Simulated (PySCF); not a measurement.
SrCl₂, optimised at PBE/def2-SVP:

```xyz
3

Sr    -0.0556    -0.2661    -0.3358
Cl     1.2696     0.7140    -2.3616
Cl    -1.6532    -2.2050     0.3778
```

Method: PySCF energies (xtb for GFN2) plus ideal-gas RRHO corrections (1 bar). All species are closed-shell singlets. Sr: scalar-relativistic def2 core potential, no spin-orbit coupling.

Q: List the harmonic frequencies (cm⁻¹, unscaled) at this level and at the other levels, each on its own geometry.

A: 
- PBE/def2-SVP: 46, 282, 335
- GFN2-xTB: 47, 225, 234
- PBE0/def2-TZVP: 38, 275, 315
